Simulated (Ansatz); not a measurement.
A set of 12 reactions (atomization), with CCSD(T)/CBS values in kJ/mol:

```tsv
reaction	ΔE
`CC[BH][SnH3]` → B• + 2 C• + 9 H• + Sn•	4305.6
`[OH2+][B-](Cl)(Cl)Cl` → B• + 3 Cl• + 2 H• + O•	2362.1
`BN=CF` → B• + C• + F• + 3 H• + N•	2725.0
`BO[SiH](C)C` → B• + 2 C• + 9 H• + O• + Si•	5344.9
`F[SiH2]C1CO1` → 2 C• + F• + 5 H• + O• + Si•	3841.7
`C[SiH]1NB1O` → B• + C• + 6 H• + N• + O• + Si•	4210.2
`CN1BCBC1` → 2 B• + 3 C• + 9 H• + N•	5986.3
`[SiH3][O][GeH]` → Ge• + 4 H• + O• + Si•	2163.1
`[Cl][Mg][Cl]` → 2 Cl• + Mg (atom)	797.3
`CB[Te][AlH2]` → Al• + B• + C• + 6 H• + Te•	3208.6
`CBN[SiH3]` → B• + C• + 8 H• + N• + Si•	4290.5
`O[SiH]([AlH2])CF` → Al• + C• + F• + 6 H• + O• + Si•	3622.5
```

Program: Ansatz. Geometries: PBE0-D4/def2-TZVP. ΔE: electronic, gas phase. CCSD(T)/CBS is the MP2 limit (def2-TZVPP, def2-QZVPP) plus CCSD(T) − MP2 in def2-TZVPP, frozen cores. Small cases extrapolate CCSD(T) itself. Functionals use def2-TZVPP. B3LYP here is the variant with VWN-RPA as its local correlation; programs differ in this. No spin–orbit coupling; open shells (•) take unrestricted orbitals. Spin–orbit coupling would lower the free atoms: a little for Al, B, C, Cl, F, O, Si; clearly for Ge; strongly for Sn, Te. def2 core potentials past Kr. Bonds to Ge, Mg, Sn, Te are less sure, by a few kJ/mol each and by 10 to 20 or more in all where they break to atoms, as the def2 sets lack core-valence functions. Scalar relativity is left out up to krypton. Each species was taken in one conformer, which may not be the lowest.

Problem. Give the mean, mean absolute and largest difference (level minus CCSD(T)/CBS, kJ/mol) for: PBE-D4, r2SCAN-D4, B3LYP-D4, ωB97X-V, B2PLYP, PBE0, MP2/def2-TZVPP, SCS-MP2/def2-TZVPP, CCSD/def2-TZVPP, HF/def2-QZVPP, MP2/def2-QZVPP, SCS-MP2/def2-QZVPP, HF/CBS(def2), CCSD/CBS(def2). (Estimate.)

Solution. Ansatz gave: 
```
             level    mean  mean absolute  largest
            PBE-D4    53.9           61.3    169.6
         r2SCAN-D4    15.0           19.6     58.4
          B3LYP-D4     0.8           25.2     54.2
           ωB97X-V    14.5           16.0     48.2
            B2PLYP   -36.6           38.6    -62.4
              PBE0   -14.8           32.7    -75.8
    MP2/def2-TZVPP   -39.2           44.6   -101.5
SCS-MP2/def2-TZVPP   -52.3           52.3    -85.9
   CCSD/def2-TZVPP  -141.3          141.3   -210.8
     HF/def2-QZVPP  -913.8          913.8  -1442.7
    MP2/def2-QZVPP    15.8           31.9     73.6
SCS-MP2/def2-QZVPP     9.2           15.6     30.0
      HF/CBS(def2)  -912.9          912.9  -1441.7
    CCSD/CBS(def2)   -49.3           49.3    -77.7
```

The largest T1 diagnostic in the set is 0.018, for Al• (customary mark 0.045).

CCSD(T)/CBS is a level of theory with its own doubt, and the functionals carry their triple-zeta basis error, so these figures describe this set and don't rank the functionals.
